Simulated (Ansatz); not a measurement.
Job for Ansatz (a quantum-chemistry and plane-wave program): R-CCSD(T)/def2-TZVPP on CH6Sn (SMILES [CH3][SnH3]), a point of a torsion scan. Elements past Kr take the def2 small-core potentials; no spin–orbit coupling. The run froze 10 orbitals, filled d shells among them.

Ansatz 0.2 input:
```yaml
crystal:
  periodic: [false, false, false]
  atoms:
    - {symbol: C, position_ang: [-1.15856670, -0.08312315, 0.00785338]}
    - {symbol: Sn, position_ang: [0.98442989, 0.05126817, -0.00774061]}
    - {symbol: H, position_ang: [-1.57229805, 0.54983152, 0.78415134]}
    - {symbol: H, position_ang: [-1.47185027, -1.10286646, 0.20011595]}
    - {symbol: H, position_ang: [-1.56802822, 0.22644792, -0.94630712]}
    - {symbol: H, position_ang: [1.60744079, 0.09841728, 1.52831254]}
    - {symbol: H, position_ang: [1.50421733, 1.42533090, -0.77718052]}
    - {symbol: H, position_ang: [1.68008958, -1.23643031, -0.78662414]}
basis:
  gaussian:
    orbitals: def2-TZVPP
magnetization: {spin_polarized: false}
correlation: {method: ccsd_t, electrons: outside_noble_gas}
scf: {lower_state_search: off}
```

Program output:

```
WARN ansatz: RAYON_NUM_THREADS=1 ignored (pool sized by the plan → 1); use --threads N
Functional definition: HF
these checks for a lower state are left out or cut short: stability, starts, cluster_reference, orbital_swaps, neighbouring_geometries, increment
integrals: 0.46 GiB planned
1104 factors; integrals over basis functions are off by at most 1.0e-3 eV
mean field: 0.42 GiB planned
mean field evaluation 1: about -6928.7745 eV, gradient 2.6e1 eV
mean field evaluation 2: about -6928.8531 eV, gradient 2.6e1 eV
mean field evaluation 4: about -6930.6484 eV, gradient 2.4e0 eV
mean field evaluation 8: about -6930.6719 eV, gradient 1.2e-1 eV
mean field -6930.67195849 eV, -254.6974966964 hartree, gradient 2.0e-6 eV, S^2 0.000000; 0 other end points of the search recorded, 0 dependent functions left out
10 core orbitals not correlated
reference -6930.67195849 eV, -254.6974966964 hartree; 7, 7 occupied and 148, 148 virtual orbitals, 1104 factors
second order -8.25639079 eV of doubles, -0.00000000 eV of singles
coupled cluster: 1.33 GiB planned
cycle   1  -8.95791167 eV  change   -7.0e-1 eV  update   6.6e-2
cycle   2  -9.25206222 eV  change   -2.9e-1 eV  update   2.1e-2
cycle   3  -9.27888739 eV  change   -2.7e-2 eV  update   6.2e-3
cycle   4  -9.27780027 eV  change    1.1e-3 eV  update   1.8e-3
cycle   5  -9.27758568 eV  change    2.1e-4 eV  update   4.6e-4
cycle   6  -9.27750657 eV  change    7.9e-5 eV  update   1.4e-4
cycle   7  -9.27750896 eV  change   -2.4e-6 eV  update   4.0e-5
cycle   8  -9.27751872 eV  change   -9.8e-6 eV  update   1.3e-5
perturbative correction -0.28892602 eV, -0.0106178354 hartree
Total energy: -6940.23840323 eV, -255.0490570561 hartree
Checks for a lower state left out: stability, starts, cluster_reference, orbital_swaps, neighbouring_geometries, increment
```

Self-consistency was reached.

Cost: roughly 17 core-seconds.
